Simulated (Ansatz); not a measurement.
ClH₃NOSi (`N[Si](O)Cl`) radical. Total charge 0; spin multiplicity 2. All single points use the PBE0-D4/def2-TZVP geometry. It is one conformer, not always the lowest.

```xyz
7

N     0.952    0.402    0.470
Si   -0.035   -0.380   -0.681
O    -1.338   -1.012    0.093
Cl   -0.868    0.842   -2.126
H     0.541    1.004    1.170
H     1.880    0.702    0.220
H    -1.133   -1.559    0.855
```

(1) What is the dipole moment at ωB97M-V/def2-TZVPP? (Estimate.)

(2) And with PBE, r2SCAN, B3LYP? (Best estimate.)

(3) Give the Mulliken charges with ωB97M-V, r2SCAN, PBE in def2-TZVPP. (Best estimate.)

Results:

(1) Computed: 3.01 D, with components (1.81, -0.17, 2.40) D in this frame, pointing from negative to positive charge.

(2) Ansatz gave: PBE 2.94 D, r2SCAN 3.02 D, B3LYP 2.99 D.

(3) Ansatz gave: 
| atom | ωB97M-V | r2SCAN | PBE |
| --- | --- | --- | --- |
| N1 | -0.33 | -0.43 | -0.36 |
| Si2 | 0.46 | 0.54 | 0.40 |
| O3 | -0.34 | -0.38 | -0.31 |
| Cl4 | -0.22 | -0.25 | -0.22 |
| H5 | 0.12 | 0.16 | 0.15 |
| H6 | 0.12 | 0.16 | 0.16 |
| H7 | 0.18 | 0.21 | 0.19 |

B3LYP here is the variant with VWN-RPA as its local correlation; programs differ in this.
